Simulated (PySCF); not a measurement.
# Correlation energy of Cl(3+) (chlorine, charge +3)

[Ne] 3s2 3p2, high-spin 3P determinant. Calculation: PySCF 2.14, in x2c-QZVPPall with one added diffuse shell each of s, p, d, f type (10s7p5d3f1g, 86 functions); the spin-free X2C one-electron Hamiltonian (Gaussian nucleus). Frozen: 1s2; 12 electrons correlated.

MP2 pair energies summed by pair of shells (mhartree):

```
 pair   energy  share (%)
2p-2p  -105.13       40.6
3s-3p   -49.49       19.1
2s-2p   -28.48       11.0
2p-3s   -21.51        8.3
3s-3s   -20.34        7.8
2p-3p   -14.84        5.7
3p-3p    -7.95        3.1
2s-2s    -6.26        2.4
2s-3s    -2.61        1.0
2s-3p    -2.50        1.0
```

Total MP2 correlation energy: -259.10 mhartree.

Same-spin part -69.34 and opposite-spin part -189.76 mhartree; SCS-MP2 scales them by 1/3 and 6/5 to -250.83 mhartree.

This basis was not built for core-valence correlation, so the inner-shell part is incomplete.
